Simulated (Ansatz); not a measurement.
AlFGaH3OSi, SMILES `F[SiH2][Al]1[O][GaH]1`, 8 atoms. Charge 0, multiplicity 1. Correlated methods include outer-core shells of Ga, which these sets cover unevenly. Scalar relativity is left out up to krypton. All runs use 4 threads of a server CPU on a shared host. Correlated methods freeze the cores.

Question: How many basis functions does each run have, and how long does it take in Ansatz? RHF-MP2/def2-QZVPP energy; RKS PBE0-D4/def2-SVP energy; RKS ωB97M-V/def2-SVP energy; RKS PBE-QIDH (frozen core)/def2-TZVPP energy; RKS r2SCAN0-D4/def2-TZVPP energy; RKS ωB97M-V/def2-QZVPP energy; RHF-CCSD(T)/def2-SVP energy; RKS PBE0-D4/def2-TZVP relaxation (21 steps); RKS revPBE-D4/def2-TZVPP energy; RKS PBE0-D4/def2-TZVPP energy; RHF-CCSD(T)/def2-TZVPP energy; direct RPA on PBE orbitals/def2-TZVPP energy. (Best estimate.)

Answer: Computed: Other jobs shared the machine, so times are rough.

| level | job | functions | wall time | peak host memory (GiB) |
| --- | --- | --- | --- | --- |
| RKS PBE0-D4/def2-SVP | energy | 111 | 3.3 s | 0.25 |
| RKS revPBE-D4/def2-TZVPP | energy | 236 | 5 s | 0.33 |
| RKS PBE0-D4/def2-TZVPP | energy | 236 | 7 s | 0.71 |
| RKS ωB97M-V/def2-SVP | energy | 111 | 9.5 s | 0.38 |
| RHF-CCSD(T)/def2-SVP | energy | 111 | 12 s | 0.49 |
| direct RPA on PBE orbitals/def2-TZVPP | energy | 236 | 13 s | 0.56 |
| RKS PBE-QIDH (frozen core)/def2-TZVPP | energy | 236 | 13 s | 0.63 |
| RKS r2SCAN0-D4/def2-TZVPP | energy | 236 | 14 s | 0.73 |
| RKS ωB97M-V/def2-QZVPP | energy | 433 | 38 s | 2.1 |
| RHF-MP2/def2-QZVPP | energy | 433 | 61 s | 2.2 |
| RHF-CCSD(T)/def2-TZVPP | energy | 236 | 3.4 min | 4.1 |
| RKS PBE0-D4/def2-TZVP | relaxation (21 steps) | 202 | 3.4 min | 0.64 |
